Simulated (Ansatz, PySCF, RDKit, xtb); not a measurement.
Noncovalent pair: ethylamine (SMILES CCN) (first 10 atoms) with HF (SMILES F); geometry from B3LYP-D3(BJ)/def2-TZVP, rigid monomers moved along the line of their centres of mass till N3···H12 is 1.85 Å.
(charge 0, multiplicity 1):
```tsv
atom	x (Å)	y (Å)	z (Å)
C	1.2488	0.4907	0.0162
C	-0.2581	0.3102	-0.0588
N	-0.6906	-0.7789	0.8387
H	1.5661	1.3184	-0.6192
H	1.5586	0.6969	1.0408
H	1.7683	-0.4086	-0.3250
H	-0.5677	0.1293	-1.0943
H	-0.7585	1.2201	0.2771
H	-1.6941	-0.9165	0.7888
H	-0.2540	-1.6555	0.5716
F	0.0106	-0.0406	3.4610
H	-0.2743	-0.3696	2.5894
```

Counterpoise-corrected where a basis set is named; no monomer relaxation. RDKit's UFF carries no charges.

Programs: Ansatz (Gaussian orbitals); PySCF for the dispersion terms; RDKit for the force fields; xtb for the GFN methods. Values without a source in brackets are computed.

Task: One of these levels gives -10.28 kcal/mol for the interaction energy. Name it.
(A) HF/aug-cc-pVDZ
(B) UFF
(C) PBE-D4/def2-TZVPPD
(D) GFN-FF

Result: D, GFN-FF. The others give 46.27 (UFF), -12.50 (HF/aug-cc-pVDZ), -15.87 (PBE-D4/def2-TZVPPD)

Ansatz is a program for electronic structure.
